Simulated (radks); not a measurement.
Exchange energies: the exact (Fock) value of the Kohn-Sham orbitals and density-functional approximations, as 100 (|E| - |E exact|)/|E exact|, negative where the magnitude is too small. Species: Gd3+ [Xe] 4f7; K+ [Ar]. Calculated with a radial shooting solver on a logarithmic mesh with Libxc functionals: non-relativistic Kohn-Sham, PBE, spin-polarised, spherical densities, point nucleus. Every spin shell is full or empty, so the densities are truly spherical. Functionals are evaluated on that one density, not self-consistently.

functional           Gd3+        K+
exact (hartree)  -235.773  -32.5514
LDA                 -4.21     -7.52
PBE                 -0.28     -0.57
PW86                -0.19     +0.38
OPTX                +1.67     +0.11
B86b                +0.10     +0.03
TPSS                -0.27     +0.15
revTPSS             -0.82     -0.55
Tao-Mo              -0.73     -0.24
